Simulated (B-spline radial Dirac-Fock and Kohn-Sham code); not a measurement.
## Core and valence levels of Ce⁺

System: Ce⁺ in the configuration 1s2 2s2 2p6 3s2 3p6 3d10 4s2 4p6 4d10 4f2 5s2 5p6 5d1 (not the ground configuration); nuclear rms radius 4.8771 fm (A = 140).

The computed values come from a radial finite-basis atomic code: Dirac-Fock ΔSCF + Breit + QED. Correlation energy is missing from these numbers. Energies are counted from the vacuum level.

All terms are in eV, carry their sign (relaxation lowers the binding energy) and add up to the binding energy; ⟨r⟩ is the mean radius of the orbital in the initial state.

```csv
subshell,−ε (Koopmans),relaxation,Breit,QED,binding energy,⟨r⟩ (bohr)
K (1s),40676.0,-72.70,-103.11,-52.91,40447.3,0.025
L1 (2s),6618.0,-40.43,-10.26,-6.91,6560.4,0.105
L2 (2p1/2),6231.6,-44.25,-17.18,0.39,6170.6,0.088
L3 (2p3/2),5783.5,-42.57,-11.13,-0.38,5729.5,0.094
M1 (3s),1468.0,-19.87,-1.60,-1.48,1445.0,0.277
M2 (3p1/2),1303.6,-20.49,-2.83,0.07,1280.3,0.267
M3 (3p3/2),1213.4,-19.78,-1.64,-0.08,1191.9,0.279
M4 (3d3/2),929.7,-21.62,-1.00,0.14,907.2,0.251
M5 (3d5/2),910.6,-21.34,-0.53,0.08,888.8,0.254
N1 (4s),314.0,-8.38,-0.28,-0.33,305.1,0.638
N2 (4p1/2),250.8,-8.10,-0.51,0.02,242.2,0.659
N3 (4p3/2),231.4,-7.71,-0.25,-0.01,223.5,0.684
N4 (4d3/2),125.8,-7.07,-0.08,0.03,118.7,0.745
N5 (4d5/2),122.4,-6.93,0.01,0.02,115.5,0.755
"N6,7 (4f)",11.36,-3.79,0.09,0.01,7.68,1.190
O1 (5s),50.88,-1.77,-0.04,-0.05,49.02,1.579
O2 (5p1/2),32.07,-1.47,-0.06,0.00,30.54,1.776
O3 (5p3/2),29.34,-1.32,-0.02,0.00,28.00,1.859
"O4,5 (5d)",8.93,-0.18,0.00,0.00,8.75,3.216
```

For the deepest level, K (1s), the Breit terms make up -0.255 % of the binding energy, QED -0.131 % and orbital relaxation -0.180 %.

Spin-orbit splittings: 2p 441.2 eV, 3p 88.42 eV, 3d 18.40 eV, 4p 18.77 eV, 4d 3.21 eV, 5p 2.54 eV.
